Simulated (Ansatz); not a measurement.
Level of theory: PBE-D3(BJ)/def2-TZVP run with Ansatz (a quantum-chemistry and plane-wave program). No frequencies were computed at this level.

Ansatz 0.2 input:
```yaml
crystal:
  periodic: [false, false, false]
  atoms:
    - { symbol: N, position_ang: [1.771149, -0.16397, -0.070775] }
    - { symbol: Al, position_ang: [0.000004, 0.000798, -0.000829] }
    - { symbol: N, position_ang: [-1.019793, -1.444021, 0.201456] }
    - { symbol: N, position_ang: [-0.75175, 1.608676, -0.135119] }
    - { symbol: H, position_ang: [2.279857, -1.033229, 0.002107] }
    - { symbol: H, position_ang: [2.429313, 0.593695, -0.181232] }
    - { symbol: H, position_ang: [-0.683048, -2.392772, 0.278021] }
    - { symbol: H, position_ang: [-2.028006, -1.447395, 0.255057] }
    - { symbol: H, position_ang: [-1.743325, 1.797018, -0.105705] }
    - { symbol: H, position_ang: [-0.254402, 2.4812, -0.242981] }
basis:
  gaussian: { orbitals: def2-tzvp }
hamiltonian:
  xc: pbe
  dispersion: d3bj
relax:
  max_steps: 150
```

Output:

```
Functional definition: PBE
988 factors; their error is unknown
mean field evaluation 1: about -11131.2581 eV, gradient 1.3e2 eV
mean field evaluation 2: about -11033.9260 eV, gradient 2.0e2 eV
mean field evaluation 4: about -11158.9503 eV, gradient 3.1e1 eV
mean field evaluation 8: about -11160.7611 eV, gradient 2.1e-1 eV
mean field evaluation 16: about -11160.7420 eV, gradient 3.6e-4 eV
mean field -11160.74202482 eV, -410.1497043893 hartree, gradient 5.1e-5 eV, S^2 0.000000; 0 other end points of the search recorded, 0 dependent functions left out
reference -11160.74206583 eV, -410.1497058964 hartree; 20, 20 occupied and 146, 146 virtual orbitals, 988 factors
relax step   1: F+E_penalty+E_count = -11160.90055715 eV  Δ(F+E_penalty+E_count) = +0.000e0 eV  max|allowed force component| = 2.192e-1 eV/Å  Δτ_max = 0.0000 Å  (27 SCF iters, accepted)
these checks for a lower state are left out or cut short: starts, cluster_reference, orbital_swaps, neighbouring_geometries, increment
988 factors; their error is unknown
mean field -11160.74628182 eV, -410.1498608312 hartree, gradient 1.5e-5 eV, S^2 0.000000; 0 other end points of the search recorded, 0 dependent functions left out
reference -11160.74632280 eV, -410.1498623374 hartree; 20, 20 occupied and 146, 146 virtual orbitals, 988 factors
relax step   2: F+E_penalty+E_count = -11160.90472929 eV  Δ(F+E_penalty+E_count) = -4.172e-3 eV  max|allowed force component| = 6.238e-2 eV/Å  Δτ_max = 0.0055 Å  (31 SCF iters, accepted)
these checks for a lower state are left out or cut short: starts, cluster_reference, orbital_swaps, neighbouring_geometries, increment
988 factors; their error is unknown
mean field evaluation 32: about -11160.7471 eV, gradient 1.5e-5 eV
mean field -11160.74712599 eV, -410.1498918540 hartree, gradient 1.5e-5 eV, S^2 0.000000; 0 other end points of the search recorded, 0 dependent functions left out
reference -11160.74716697 eV, -410.1498933601 hartree; 20, 20 occupied and 146, 146 virtual orbitals, 988 factors
relax step   3: F+E_penalty+E_count = -11160.90552190 eV  Δ(F+E_penalty+E_count) = -7.926e-4 eV  max|allowed force component| = 3.941e-2 eV/Å  Δτ_max = 0.0041 Å  (31 SCF iters, accepted)
these checks for a lower state are left out or cut short: starts, cluster_reference, orbital_swaps, neighbouring_geometries, increment
988 factors; their error is unknown
mean field -11160.74860509 eV, -410.1499462098 hartree, gradient 1.8e-5 eV, S^2 0.000000; 0 other end points of the search recorded, 0 dependent functions left out
reference -11160.74864629 eV, -410.1499477241 hartree; 20, 20 occupied and 146, 146 virtual orbitals, 988 factors
relax step   4: F+E_penalty+E_count = -11160.90699442 eV  Δ(F+E_penalty+E_count) = -1.473e-3 eV  max|allowed force component| = 6.211e-3 eV/Å  Δτ_max = 0.0685 Å  (27 SCF iters, accepted)
these checks for a lower state are left out or cut short: starts, cluster_reference, orbital_swaps, neighbouring_geometries, increment
988 factors; their error is unknown
mean field -11160.74899325 eV, -410.1499604745 hartree, gradient 1.5e-5 eV, S^2 0.000000; 0 other end points of the search recorded, 0 dependent functions left out
reference -11160.74903451 eV, -410.1499619909 hartree; 20, 20 occupied and 146, 146 virtual orbitals, 988 factors
relax step   5: F+E_penalty+E_count = -11160.90738631 eV  Δ(F+E_penalty+E_count) = -3.919e-4 eV  max|allowed force component| = 6.652e-3 eV/Å  Δτ_max = 0.0104 Å  (29 SCF iters, accepted)
these checks for a lower state are left out or cut short: starts, cluster_reference, orbital_swaps, neighbouring_geometries, increment
988 factors; their error is unknown
mean field -11160.74947071 eV, -410.1499780210 hartree, gradient 1.5e-5 eV, S^2 0.000000; 0 other end points of the search recorded, 0 dependent functions left out
reference -11160.74951205 eV, -410.1499795401 hartree; 20, 20 occupied and 146, 146 virtual orbitals, 988 factors
relax step   6: F+E_penalty+E_count = -11160.90785368 eV  Δ(F+E_penalty+E_count) = -4.674e-4 eV  max|allowed force component| = 7.175e-3 eV/Å  Δτ_max = 0.0113 Å  (29 SCF iters, accepted)
these checks for a lower state are left out or cut short: starts, cluster_reference, orbital_swaps, neighbouring_geometries, increment
988 factors; their error is unknown
mean field -11160.73503075 eV, -410.1494473623 hartree, gradient 1.4e-5 eV, S^2 0.000000; 0 other end points of the search recorded, 0 dependent functions left out
reference -11160.73507322 eV, -410.1494489229 hartree; 20, 20 occupied and 146, 146 virtual orbitals, 988 factors
relax step   7: F+E_penalty+E_count = -11160.89312261 eV  Δ(F+E_penalty+E_count) = +1.473e-2 eV  max|allowed force component| = 5.039e-1 eV/Å  Δτ_max = 0.1505 Å  (34 SCF iters, rejected (line search))
these checks for a lower state are left out or cut short: starts, cluster_reference, orbital_swaps, neighbouring_geometries, increment
988 factors; their error is unknown
mean field evaluation 64: about -11160.7516 eV, gradient 3.4e-1 eV
mean field -11160.75179141 eV, -410.1500633052 hartree, gradient 1.5e-5 eV, S^2 0.000000; 0 other end points of the search recorded, 0 dependent functions left out
reference -11160.75183313 eV, -410.1500648382 hartree; 20, 20 occupied and 146, 146 virtual orbitals, 988 factors
relax step   8: F+E_penalty+E_count = -11160.91012976 eV  Δ(F+E_penalty+E_count) = -2.276e-3 eV  max|allowed force component| = 4.282e-2 eV/Å  Δτ_max = 0.0524 Å  (28 SCF iters, accepted)
these checks for a lower state are left out or cut short: starts, cluster_reference, orbital_swaps, neighbouring_geometries, increment
988 factors; their error is unknown
mean field -11160.74886139 eV, -410.1499556286 hartree, gradient 1.7e-5 eV, S^2 0.000000; 0 other end points of the search recorded, 0 dependent functions left out
reference -11160.74890390 eV, -410.1499571908 hartree; 20, 20 occupied and 146, 146 virtual orbitals, 988 factors
relax step   9: F+E_penalty+E_count = -11160.90699804 eV  Δ(F+E_penalty+E_count) = +3.132e-3 eV  max|allowed force component| = 2.806e-1 eV/Å  Δτ_max = 0.0976 Å  (27 SCF iters, rejected (line search))
these checks for a lower state are left out or cut short: starts, cluster_reference, orbital_swaps, neighbouring_geometries, increment
988 factors; their error is unknown
mean field -11160.75400704 eV, -410.1501447279 hartree, gradient 1.5e-5 eV, S^2 0.000000; 0 other end points of the search recorded, 0 dependent functions left out
reference -11160.75404919 eV, -410.1501462768 hartree; 20, 20 occupied and 146, 146 virtual orbitals, 988 factors
relax step  10: F+E_penalty+E_count = -11160.91228509 eV  Δ(F+E_penalty+E_count) = -2.155e-3 eV  max|allowed force component| = 1.515e-2 eV/Å  Δτ_max = 0.0488 Å  (27 SCF iters, accepted)
these checks for a lower state are left out or cut short: starts, cluster_reference, orbital_swaps, neighbouring_geometries, increment
988 factors; their error is unknown
mean field -11160.75475502 eV, -410.1501722157 hartree, gradient 1.4e-5 eV, S^2 0.000000; 0 other end points of the search recorded, 0 dependent functions left out
reference -11160.75479765 eV, -410.1501737822 hartree; 20, 20 occupied and 146, 146 virtual orbitals, 988 factors
relax step  11: F+E_penalty+E_count = -11160.91295492 eV  Δ(F+E_penalty+E_count) = -6.698e-4 eV  max|allowed force component| = 1.880e-2 eV/Å  Δτ_max = 0.0500 Å  (28 SCF iters, accepted)
these checks for a lower state are left out or cut short: starts, cluster_reference, orbital_swaps, neighbouring_geometries, increment
988 factors; their error is unknown
mean field evaluation 96: about -11160.7548 eV, gradient 1.4e-5 eV
mean field -11160.75478587 eV, -410.1501733494 hartree, gradient 1.4e-5 eV, S^2 0.000000; 0 other end points of the search recorded, 0 dependent functions left out
reference -11160.75482837 eV, -410.1501749113 hartree; 20, 20 occupied and 146, 146 virtual orbitals, 988 factors
relax step  12: F+E_penalty+E_count = -11160.91299785 eV  Δ(F+E_penalty+E_count) = -4.293e-5 eV  max|allowed force component| = 3.545e-3 eV/Å  Δτ_max = 0.0135 Å  (29 SCF iters, accepted)
988 factors; their error is unknown
mean field -11160.75478587 eV, -410.1501733494 hartree, gradient 1.4e-5 eV, S^2 0.000000; 1 other end points of the search recorded, 0 dependent functions left out
reference -11160.75482837 eV, -410.1501749113 hartree; 20, 20 occupied and 146, 146 virtual orbitals, 988 factors
Total energy: -11160.91304035 eV, -410.1559890944 hartree
Atom 0 at     1.774091    -0.164356    -0.068284 Å, force     0.002116    -0.003430     0.001591 eV/Å
Atom 1 at     0.000033     0.000129     0.000943 Å, force     0.000030    -0.000834    -0.003023 eV/Å
Atom 2 at    -1.022307    -1.446911     0.201046 Å, force    -0.002263    -0.000951     0.001128 eV/Å
Atom 3 at    -0.751771     1.611411    -0.131894 Å, force     0.001269     0.003545     0.000783 eV/Å
Atom 4 at     2.293050    -0.985999     0.221964 Å, force    -0.001508     0.001669     0.000526 eV/Å
Atom 5 at     2.410675     0.549784    -0.404777 Å, force     0.001257     0.001882    -0.001251 eV/Å
Atom 6 at    -0.712377    -2.401485     0.055234 Å, force     0.000653    -0.000766    -0.000662 eV/Å
Atom 7 at    -1.998208    -1.434964     0.476837 Å, force     0.000553     0.000467     0.000802 eV/Å
Atom 8 at    -1.731346     1.780262    -0.332925 Å, force    -0.001768    -0.000123    -0.000796 eV/Å
Atom 9 at    -0.261842     2.492129    -0.018145 Å, force    -0.000339    -0.001459     0.000901 eV/Å
Dipole moment:    -0.000001    -0.000055    -0.000347 e Å
```

Cost: roughly 60 core-seconds.
